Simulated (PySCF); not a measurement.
## Electron correlation in Kr³⁺ (krypton, charge +3)

[Ar] 3d10 4s2 4p3, high-spin 4S determinant. Calculation: PySCF 2.14, in aug-cc-pVDZ-PP with ECP10MDF (5s4p3d, 32 functions); scalar relativity through the core potential. Frozen: 3s2 3p6 3d10; 5 electrons correlated.

```csv
level,correlation energy (mhartree)
CCSD,-73.89
(T),-0.56
CCSD(T),-74.45
CCSDT,-74.56
```

Diagnostics: T1 = 0.00093, D1 = 0.0014, largest double amplitude 0.049.

Cost of the coupled-cluster step: of the order of 0.26 core-seconds, for 5 correlated electrons.
